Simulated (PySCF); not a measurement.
## Radial density of Mg (magnesium, neutral)

UHF, [Ne] 3s2, closed-shell 1S. Computed with PySCF 2.14 in dyall-av3z (20s13p6d4f, 117 functions), with the non-relativistic Hamiltonian (point nucleus).

```tsv
r (bohr)	4πr²ρ (e/bohr)
0.00265	0.09068
0.00446	0.2457
0.00750	0.6462
0.0126	1.617
0.0212	3.726
0.0357	7.469
0.0601	11.89
0.101	13.09
0.170	9.049
0.286	7.826
0.481	11.12
0.809	7.223
1.36	1.524
2.29	0.7050
3.85	0.4397
6.47	0.05077
10.9	0.0004465
```
